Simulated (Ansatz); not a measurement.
Geometry optimisation, RKS r2SCAN/def2-SVP (Ansatz).

input.yaml

```yaml
crystal:
  periodic: [false, false, false]
  atoms:
    - { symbol: B, position_ang: [0.191092, -0.618315, -0.480606] }
    - { symbol: "N", position_ang: [0.005692, -0.020348, 2.187068] }
    - { symbol: H, position_ang: [-0.834557, -0.040596, 2.764971] }
    - { symbol: H, position_ang: [0.686082, 0.580726, 2.651715] }
    - { symbol: Cl, position_ang: [1.582932, 0.386958, -0.851213] }
    - { symbol: H, position_ang: [-0.923204, -0.23431, -0.699367] }
    - { symbol: S, position_ang: [0.536882, -2.388886, -0.022183] }
    - { symbol: H, position_ang: [-0.762027, -2.757327, 0.051197] }
    - { symbol: H, position_ang: [0.394206, -0.983102, 2.168318] }
basis:
  gaussian: { orbitals: def2-SVP }
hamiltonian:
  xc: r2scan
relax:
  f_tol: 0.03
  max_steps: 50
```

Launched with:

```bash
$ ansatz run input.yaml --threads 2 --pin off --max-ram 3072MiB --backend cpu --events-out ev --progress --plain --runs-dir out
```

Question: Where does it end, and by what steps?

Answer: It converged. After 10 steps the energy has fallen by 0.857 eV; H4 moved furthest, 0.90 Å. Joined: B1–N2 (2.74 → 1.64 Å).

```json
{"step": "0", "energy less start (eV)": "0.0000", "largest force component (eV/Å)": "0.768", "accepted": "yes"}
{"step": "1", "energy less start (eV)": "-0.0818", "largest force component (eV/Å)": "1.209", "accepted": "yes"}
{"step": "2", "energy less start (eV)": "-0.2139", "largest force component (eV/Å)": "1.515", "accepted": "yes"}
{"step": "3", "energy less start (eV)": "-0.4984", "largest force component (eV/Å)": "1.398", "accepted": "yes"}
{"step": "4", "energy less start (eV)": "-0.7405", "largest force component (eV/Å)": "0.886", "accepted": "yes"}
{"step": "5", "energy less start (eV)": "-0.7898", "largest force component (eV/Å)": "0.391", "accepted": "yes"}
{"step": "6", "energy less start (eV)": "-0.8063", "largest force component (eV/Å)": "0.136", "accepted": "yes"}
{"step": "7", "energy less start (eV)": "-0.8164", "largest force component (eV/Å)": "0.334", "accepted": "yes"}
{"step": "8", "energy less start (eV)": "-0.8447", "largest force component (eV/Å)": "0.142", "accepted": "yes"}
{"step": "9", "energy less start (eV)": "-0.8533", "largest force component (eV/Å)": "0.092", "accepted": "yes"}
{"step": "10", "energy less start (eV)": "-0.8569", "largest force component (eV/Å)": "0.020", "accepted": "yes"}
```

```xyz
9
Properties=species:S:1:pos:R:3
B 0.174 -0.552 0.199
N 0.130 -0.211 1.804
H -0.704 -0.608 2.246
H 0.149 0.800 1.970
Cl 1.742 0.282 -0.343
H -0.830 -0.062 -0.276
S 0.292 -2.437 0.043
H -1.028 -2.663 -0.131
H 0.952 -0.624 2.258
```

Whether the end is a true minimum wasn't checked by a vibrational analysis.

Time of the run: 28 s on 2 threads of Arm Neoverse V2, with other jobs on the host, peak memory 0.16 GiB.
